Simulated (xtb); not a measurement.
CBClF4, SMILES FB(Cl)C(F)(F)F. All values are semi-empirical tight-binding results from xtb (GFN2-xTB unless named), good for trends rather than for accurate numbers. Geometry optimised at GFN2-xTB. This is a generated structure with no PubChem entry under its InChIKey; it may be hypothetical.

Estimate the properties. (The exact figures need the calculation; the answer reports its results.)


- point group as xtb finds it: Cs
- orbital gap: 4.29 eV
- dipole moment: 2.41 D
- zero-point energy: 12.6 kcal/mol
- G − E(el) at 298.15 K (modified RRHO): -8.2 kcal/mol
- static polarisability (D4 model): 46.1 bohr³
- solvation energy, GFN2-xTB/ALPB(water): -0.5 kcal/mol
- solvation energy, GFN2-xTB/ALPB(chcl3): -2.1 kcal/mol
